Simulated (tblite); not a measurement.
C9H9N3.
Numbering: `[CH3:1][n:2]1[cH:3][c:4](-[c:5]2[cH:6][cH:7][cH:8][cH:9][cH:10]2)[n:11][n:12]1` (hydrogens: H13, H14, H15 on C1; H16 on C3; H17 on C6; H18 on C7; H19 on C8; H20 on C9; H21 on C10)

Geometry (GFN2-xTB, Å), atoms numbered from 1 in this order:
```
atom  x, y, z in Å
C1     4.085   -0.117    0.170
N2     2.687   -0.285    0.433
C3     1.635    0.224   -0.245
C4     0.522   -0.250    0.431
C5    -0.894   -0.047    0.182
C6    -1.339    0.729   -0.886
C7    -2.693    0.912   -1.097
C8    -3.617    0.326   -0.248
C9    -3.182   -0.451    0.814
C10   -1.831   -0.637    1.029
N11    0.979   -1.006    1.461
N12    2.254   -1.019    1.452
H13    4.632   -0.676    0.927
H14    4.337   -0.502   -0.820
H15    4.362    0.937    0.225
H16    1.759    0.848   -1.105
H17   -0.625    1.190   -1.553
H18   -3.030    1.516   -1.928
H19   -4.674    0.473   -0.415
H20   -3.901   -0.911    1.475
H21   -1.474   -1.238    1.851
```

All values are computed: GFN2-xTB (tblite) harmonic vibrations without scaling, gas phase. Against measured fundamentals such values can be off by several per cent, at times by over 20. One conformer, not necessarily the lowest.

Harmonic wavenumbers (cm⁻¹): 33.0, 83.4, 90.6, 117.6, 195.7, 292.7, 310.7, 334.5, 366.8, 445.7, 483.9, 588.7, 624.2, 646.9, 661.1, 700.2, 744.2, 758.8, 766.2, 873.5, 901.0, 927.5, 933.1, 949.0, 1008.6, 1034.9, 1056.6, 1069.0, 1082.3, 1102.3, 1119.5, 1181.6, 1189.0, 1201.3, 1263.9, 1281.8, 1299.1, 1324.9, 1388.9, 1398.3, 1432.5, 1446.8, 1453.1, 1462.7, 1466.4, 1541.5, 1584.6, 1601.0, 2987.4, 2998.8, 3047.8, 3070.9, 3076.4, 3084.7, 3091.2, 3110.1, 3190.3.

A = 3285, B = 509.7, C = 442.5 MHz; mass 159.080 u (most abundant isotopes); point group Cs, symmetry number 1.

Problem. Zero-point energy?

Solution. ½Σν̃ = 35739 cm⁻¹ = 102.18 kcal/mol.

Problem. What is S at 500 K and 1 bar for an ideal gas of classical rigid rotors and harmonic oscillators?

Solution. Translation 43.70, rotation 31.99, vibration 51.72: S = 127.4 cal/(mol K).

Problem. And Cp and H(500 K) − H(0)?

Solution. Cp = 63.35 cal/(mol K), of which vibrations give 55.40 (their classical limit is 57 R = 113.3); H(500 K) − H(0) = 17.53 kcal/mol without the zero-point energy, 13.55 from vibrations.

Problem. How do the functions run with temperature in this model?

Solution. 
```tsv
T (K)	S (cal/(mol K))	Cp (cal/(mol K))	H − H(0) (kcal/mol)	G − H(0) (kcal/mol)	ln q(vib)
50	61.1	13.3	0.52	-2.54	0.70
100	71.9	18.0	1.30	-5.88	1.96
298.15	100.8	40.3	6.95	-23.11	6.99
373.15	110.9	49.6	10.33	-31.06	8.96
750	156.9	81.8	35.87	-81.81	19.18
1000	182.1	93.1	57.84	-124.27	25.68
```

q(vib) and H(0) count from the zero-point level.

Problem. What must be added to the electronic energy to get the Gibbs energy at 500 K and 1 bar?

Solution. ZPE + [H(500 K) − H(0)] − T·S = 102.18 + 17.53 − 63.70 = 56.01 kcal/mol.

Hindered rotation and anharmonicity are outside this model. Other conformers, if any are populated, would add a mixing term that is left out.
